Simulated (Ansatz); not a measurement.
Basis-set extrapolation for CAlFO2 (`O=[C]1[O][Al]1[F]`) (PBE0-D4/def2-TZVP geometry, frozen core, the Gaussian-basis code of Ansatz). Multiplicity 1, RHF reference.

|  | def2-TZVPP | def2-QZVPP |
| --- | --- | --- |
| HF | -529.145374 | -529.165858 |
| MP2 correlation | -0.934535 | -1.011522 |
| CCSD(T) correlation | -0.968093 | not run |

Energies in hartree. Use E(X) = E(∞) + A·exp(−7.88·√X) for Hartree–Fock and E(X) = E(∞) + B·X^(−2.97) for correlation, with X = 3 and 4, and add CCSD(T) minus MP2 of the smaller set to the MP2 limit.

Task: What is the CCSD(T) energy at the basis-set limit?

Result: HF limit: -529.165858 + (-0.020484) × 0.13774 = -529.16868. MP2 limit: -1.011522 + (-0.076987) × 0.74074 = -1.06855. Higher-order term: -0.968093 − (-0.934535) = -0.03356. Total: -530.27079 hartree, 4.28 eV below CCSD(T)/def2-TZVPP.
